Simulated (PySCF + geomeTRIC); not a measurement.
Level of theory: M06-2X/def2-TZVP (PySCF + geomeTRIC). fastk is a local helper that only speeds up exchange builds. No frequencies were computed at this level.

```python
import json, numpy as np
from pyscf import gto, dft
from fastk import lowrank_exchange
atoms = """
C     -0.924006    -0.308338     0.032254
C      0.325788     0.529551     0.076087
C      1.515251     0.075107    -0.142306
O      2.590954    -0.329432    -0.338613
H     -0.684424    -1.340469    -0.207199
H     -1.429031    -0.280390     0.997218
H     -1.608351     0.077036    -0.722826
H      0.213821     1.576935     0.305387
"""
def scf(charge, spin, dm0=None):
    mol = gto.M(atom=atoms, basis='def2-tzvp', ecp={}, charge=charge, spin=spin, verbose=3, max_memory=5040)
    mf = dft.KS(mol, xc='m062x').density_fit(auxbasis="def2-universal-jkfit")
    mf.grids.level = 4
    mf.conv_tol = 1e-8
    mf.max_cycle = 60
    mf.kernel(dm0)
    if not mf.converged:
        mf = mf.newton().run(mf.mo_coeff, mf.mo_occ).undo_soscf()
    return mf
mf = scf(0, 0)
from pyscf.geomopt.geometric_solver import kernel as optimize
path = []
done, mol = optimize(mf, maxsteps=80, assert_convergence=False, callback=lambda env: path.append((env["energy"], bool(env["g_scanner"].converged))))
res = dict(converged=bool(done and path[-1][1]), energy=path[-1][0], path=[e for e, c in path], xyz=mol.atom_coords(unit="Angstrom").tolist(), nao=mol.nao)
json.dump(res, open("result.json", "w"))
```

Output:

```
converged SCF energy = -191.90429642909
Geometry optimization cycle 1
converged SCF energy = -191.904296429088
cycle 1: E = -191.904296429  dE = -191.904  norm(grad) = 0.040846
Geometry optimization cycle 2
converged SCF energy = -191.904994955932
cycle 2: E = -191.904994956  dE = -0.000698527  norm(grad) = 0.010887
Geometry optimization cycle 3
converged SCF energy = -191.905058118628
cycle 3: E = -191.905058119  dE = -6.31627e-05  norm(grad) = 0.00413466
Geometry optimization cycle 4
converged SCF energy = -191.905081572201
cycle 4: E = -191.905081572  dE = -2.34536e-05  norm(grad) = 0.00170997
Geometry optimization cycle 5
converged SCF energy = -191.905083086667
cycle 5: E = -191.905083087  dE = -1.51447e-06  norm(grad) = 0.000214337
Geometry optimization cycle 6
converged SCF energy = -191.905083320382
cycle 6: E = -191.90508332  dE = -2.33714e-07  norm(grad) = 0.000132422
<class 'geometric.internal.Distance'> : 7
<class 'geometric.internal.Angle'> : 8
<class 'geometric.internal.LinearAngle'> : 2
<class 'geometric.internal.OutOfPlane'> : 1
<class 'geometric.internal.Dihedral'> : 6
<class 'geometric.internal.TranslationX'> : 1
<class 'geometric.internal.TranslationY'> : 1
<class 'geometric.internal.TranslationZ'> : 1
<class 'geometric.internal.RotationA'> : 1
<class 'geometric.internal.RotationB'> : 1
<class 'geometric.internal.RotationC'> : 1
Step    0 : Gradient = 1.444e-02/3.114e-02 (rms/max) Energy = -191.9042964291
Step    1 : Displace = 2.479e-02/4.408e-02 (rms/max) Trust = 1.000e-01 (=) Grad = 3.849e-03/7.453e-03 (rms/max) E (change) = -191.9049949559 (-6.985e-04) Quality = 1.111
Step    2 : Displace = 1.358e-02/2.055e-02 (rms/max) Trust = 1.414e-01 (+) Grad = 1.462e-03/3.460e-03 (rms/max) E (change) = -191.9050581186 (-6.316e-05) Quality = 0.646
Step    3 : Displace = 8.539e-03/1.366e-02 (rms/max) Trust = 1.414e-01 (=) Grad = 6.046e-04/1.299e-03 (rms/max) E (change) = -191.9050815722 (-2.345e-05) Quality = 0.913
Step    4 : Displace = 1.619e-03/3.100e-03 (rms/max) Trust = 2.000e-01 (+) Grad = 7.578e-05/1.102e-04 (rms/max) E (change) = -191.9050830867 (-1.514e-06) Quality = 1.197
Step    5 : Displace = 7.635e-04/1.495e-03 (rms/max) Trust = 2.828e-01 (+) Grad = 4.682e-05/9.595e-05 (rms/max) E (change) = -191.9050833204 (-2.337e-07) Quality = 1.257
Converged! =D
```

Cost: about 100 core-seconds (a rough figure).
